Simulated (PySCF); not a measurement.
H6OW, multiplicity 1. Atoms are numbered in the order given.

```xyz
8

W      0.1660     0.0471     0.0000
O     -1.7058     0.0525     0.0000
H     -2.3992    -0.6092     0.0000
H      0.1056    -1.3813     0.8204
H      1.5419    -0.9273     0.0000
H      0.1056    -1.3813    -0.8204
H      1.0057     0.1984     1.4839
H      1.0057     0.1984    -1.4839
```
Charge 0, spin multiplicity 1.

Geometry optimised at PBE0-D3(BJ)/def2-TZVP. The spin state was assumed, not searched. The structure was generated by enumeration; whether it is a known compound was not checked. The def2 effective core potentials stand for the cores of W; spin–orbit coupling is left out.

Computed with PBE0/def2-TZVPD in PySCF.

Gas-phase values at a fixed geometry.

Task: Estimate the frontier levels, gap, dipole moment and polarisability. (Estimate from the structure and the level; the computed values follow.)

Result: 
* **highest occupied level**: -7.97 eV
* **lowest empty level**: -2.57 eV
* **orbital gap**: 5.40 eV
* **dipole moment**: 0.530 e·Å
* **quadrupole, principal values (traceless, Buckingham form, about the centre of nuclear charge)**: -5.27, -3.47, 8.74 D·Å
* **mean static polarisability**: 55.0 bohr³ (8.15 Å³)
* **polarisability, principal values**: 48.1, 55.9, 61.0 bohr³
